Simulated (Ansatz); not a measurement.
The same ligand exchange along the group Si, Ge, Sn.

Program: Ansatz. Geometries: PBE0-D4/def2-TZVP. ΔE: electronic, gas phase. CCSD(T)/CBS adds triple-zeta CCSD(T) − MP2 to the extrapolated MP2 energy (def2 sets, frozen cores). This one scheme is used for every species. Functionals use def2-TZVPP. def2 core potentials past Kr. For Ge, Sn outer-core shells are correlated without core-valence functions, which leaves a few kJ/mol of doubt a bond. Scalar relativity is left out up to krypton. One conformer a species, not always the lowest.

```tsv
reaction	B97M-V (eV)	CCSD(T)/CBS(def2) (eV)
`N[Si](N)(N)F` + NH₃ → `N[Si](N)(N)N` + H–F	1.14	1.02
`[NH2][Ge]([NH2])([NH2])[F]` + NH₃ → `[NH2][Ge]([NH2])([NH2])[NH2]` + H–F	0.86	0.66
`[NH2][Sn]([NH2])([NH2])[F]` + NH₃ → `[NH2][Sn]([NH2])([NH2])[NH2]` + H–F	0.87	0.66
```

Largest T1 diagnostic: 0.013, for `[NH2][Sn]([NH2])([NH2])[F]`.
